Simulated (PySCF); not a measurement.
PySCF 2.14 output of an unrestricted r2SCAN calculation on a single atom or ion in aug-cc-pVQZ (6s5p4d3f2g, 80 functions), with the non-relativistic Hamiltonian (point nucleus):

```
SCF conv_tol = 1e-09
number electrons alpha = 4  beta = 2
    J. W. Furness, A. D. Kaplan, J. Ning, J. P. Perdew, and J. Sun.,  J. Phys. Chem. Lett. 11, 8208-8215 (2020)
    J. W. Furness, A. D. Kaplan, J. Ning, J. P. Perdew, and J. Sun.,  J. Phys. Chem. Lett. 11, 9248-9248 (2020)
    J. W. Furness, A. D. Kaplan, J. Ning, J. P. Perdew, and J. Sun.,  J. Phys. Chem. Lett. 11, 8208-8215 (2020)
    J. W. Furness, A. D. Kaplan, J. Ning, J. P. Perdew, and J. Sun.,  J. Phys. Chem. Lett. 11, 9248-9248 (2020)
cycle= 1 E= -24.6592276697238  delta_E= -0.00453  |g|= 0.0105  |ddm|= 0.326
cycle= 2 E= -24.6593384472791  delta_E= -0.000111  |g|= 0.00662  |ddm|= 0.0502
cycle= 3 E= -24.6593113946025  delta_E= 2.71e-05  |g|= 0.00766  |ddm|= 0.0556
cycle= 4 E= -24.6594039338371  delta_E= -9.25e-05  |g|= 0.000361  |ddm|= 0.0293
cycle= 5 E= -24.6594041654239  delta_E= -2.32e-07  |g|= 3.79e-05  |ddm|= 0.00198
cycle= 6 E= -24.659404169718  delta_E= -4.29e-09  |g|= 1.14e-05  |ddm|= 0.000273
cycle= 7 E= -24.6594041699686  delta_E= -2.51e-10  |g|= 1.89e-06  |ddm|= 5.87e-05
converged SCF energy = -24.6594041699686  <S^2> = 2.0071685  2S+1 = 3.0047752
```

The run itself started from symmetry-adapted Hartree-Fock orbitals and held the occupation by maximum overlap, on a logarithmic radial grid, so the iterations belong to that start.

Which element, charge and spin multiplicity is this?

B⁻ (boron, charge -1), multiplicity 3; the state was [He] 2s2 2p2, high-spin 3P determinant.

At r2SCAN the highest occupied level has a positive energy, so only the finite basis holds that electron; in a semilocal or global hybrid functional this comes from self-interaction and does not mean that the real anion is unbound.
